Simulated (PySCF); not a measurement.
Computed shifts of a molecule C₄H₆, KT2/pcSseg-1 (PySCF), GIAO, gas phase, equivalent atoms averaged, in ppm (number of nuclei): ¹³C: 82.2 (1), 66.8 (1), 19.1 (1), 18.9 (1). ¹H: 2.64 (2), 2.13 (1), 1.43 (3). References: ¹³C against TMS (σ = 185.1 ppm); ¹H against TMS (σ = 31.47 ppm), references at their B3LYP-D3(BJ)/def2-TZVP geometries, non-relativistic. Geometry optimised at B3LYP-D3(BJ)/def2-SVP. The values are those of a single conformer.

Task: Which structure fits?
A) CC#CC
B) C#CCC
C) C1=CCC1
D) C=C=CC

Result: B, C#CCC
